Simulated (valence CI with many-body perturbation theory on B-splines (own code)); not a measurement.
## Sb XXXVIII: magnetic and hyperfine properties of the levels

Calculated by valence CI with perturbative core correlation (CI+MBPT): four valence electrons over a frozen Dirac-Fock core [Ne], a basis of 11 s, 11 p, 9 d, 7 f, 5 g, 2 h, 1 i functions for each j, with the one-electron correlation potential Σ1 (screened to all orders), the two-electron term Σ2, the three-electron term Σ3, Breit, model QED; selected single and double excitations, second order for the rest (own B-spline code, finite nucleus).

The last digits are not significant, and no measured levels were compared; by estimate large intervals hold to a few tenths of a per cent, small ones and those within an open d or f shell to about a per cent.

A/g_I is the dipole constant over the nuclear g factor μ/I (μ in nuclear magnetons, uniformly magnetised nucleus), B/Q the quadrupole constant per barn. Both hold the static response of the core; the bare values leave it out. Large factors of s and p1/2 electrons are usually good to 5 to 10 %; those of open d and f shells near neutrality can be off by tens of per cent, and small factors of p3/2, d and f electrons come from cancelling terms and can be off by a factor of two or in sign, in half-filled shells by more. B is blank for J = 1/2, where it vanishes, and for nearly pure S terms. Energies count from the lowest level. Levels with J = 0 are left out.

Levels are named by their leading jj configuration (3d3/2^4 stands for four electrons in 3d with j = 3/2), which in mixed levels can hold well under half, so a name can repeat and another be missing. Letters in brackets count levels of one name in rising energy.

```tsv
Level	E (cm⁻¹)	g	A/g_I (MHz)	A/g_I bare	B/Q (MHz/b)	B/Q bare
(3s^2 3p1/2 3p3/2) J=1	446390	1.496	-17400	-15300	54800	53700
(3s^2 3p1/2 3p3/2) J=2	494070	1.198	133000	130000	83100	81500
(3s^2 3p3/2^2) J=2	974960	1.292	61000	60700	26300	25800
(3s 3p1/2^2 3p3/2) J=2	1196000	1.653	311000	304000	79200	77700
(3s 3p1/2^2 3p3/2) J=1	1345600	0.938	-175000	-169000	77900	76500
(3s^2 3p1/2 3d3/2) J=2	1543500	0.783	105000	104000	11600	12400
(3s 3p1/2 3p3/2^2) J=2 [a]	1585000	1.491	181000	178000	37300	36800
(3s 3p1/2 3p3/2^2) J=3	1660800	1.275	204000	200000	-22600	-21600
(3s^2 3p1/2 3d3/2) J=1	1737200	0.966	-70300	-66400	279	698
(3s^2 3p1/2 3d5/2) J=2	1791700	1.151	-14300	-12500	26500	26800
(3s^2 3p1/2 3d5/2) J=3	1796300	1.155	137000	134000	49800	49700
(3s 3p1/2 3p3/2^2) J=1 [a]	1848700	1.212	313000	305000	-80600	-79000
(3s 3p1/2 3p3/2^2) J=2 [b]	1890400	1.193	74900	74500	-1550	-1320
(3s 3p1/2 3p3/2^2) J=1 [b]	1932400	1.376	68200	68700	38600	37900
(3s^2 3p3/2 3d5/2) J=2	2135900	1.316	130000	128000	-82200	-80400
(3s^2 3p3/2 3d5/2) J=4	2169800	1.245	29500	30200	134000	133000
(3s^2 3p3/2 3d3/2) J=2	2186400	1.068	22300	23300	-15000	-14600
(3s^2 3p3/2 3d3/2) J=1	2187200	1.155	60000	60000	-45400	-44900
(3s^2 3p3/2 3d3/2) J=3	2192100	1.167	54700	54900	71200	70500
(3s 3p1/2^2 3d3/2) J=1	2309600	0.334	-225000	-218000	7190	7600
(3s 3p1/2^2 3d3/2) J=2	2335500	1.192	239000	234000	17400	17900
(3s^2 3p3/2 3d5/2) J=3	2364900	1.132	36600	36800	40200	40700
(3s^2 3p3/2 3d5/2) J=1	2372300	1.217	-65500	-61700	1240	1470
(3s 3p3/2^3) J=2	2403900	1.304	217000	212000	-89900	-88100
(3s 3p1/2^2 3d5/2) J=3	2471700	1.378	178000	175000	21900	22900
(3s 3p1/2^2 3d5/2) J=2	2508000	1.168	-52800	-49100	-21800	-20600
(3s 3p3/2^3) J=1	2524500	1.100	-136000	-131000	-15100	-14700
(3s 3p1/2 3p3/2 3d3/2) J=2 [a]	2658200	1.001	19900	20700	21200	21200
(3s 3p1/2 3p3/2 3d3/2) J=1 [a]	2692300	1.237	155000	153000	-52800	-52200
(3s 3p1/2 3p3/2 3d3/2) J=3 [a]	2713400	1.197	176000	173000	-9370	-8880
(3s 3p1/2 3p3/2 3d3/2) J=2 [b]	2721800	1.213	116000	115000	-25200	-24800
(3s 3p1/2 3p3/2 3d3/2) J=4	2768300	1.280	172000	169000	42800	43000
(3s 3p1/2 3p3/2 3d5/2) J=4 [a]	2794900	1.370	154000	152000	119000	117000
(3s 3p1/2 3p3/2 3d3/2) J=2 [c]	2854400	0.951	52600	52400	-28000	-27100
```

**Question.** Take the isotope of mass number 121, with I = 5/2, μ = 3.358 μN and Q = -0.543 b. What is the hyperfine structure of (3s 3p1/2^2 3p3/2) J=1?

**Answer.** From the table A = -236000 MHz, B = -42300 MHz. Shifts from the centre of gravity in MHz: F = 3/2: 796000, F = 5/2: 270000, F = 7/2: -601000.
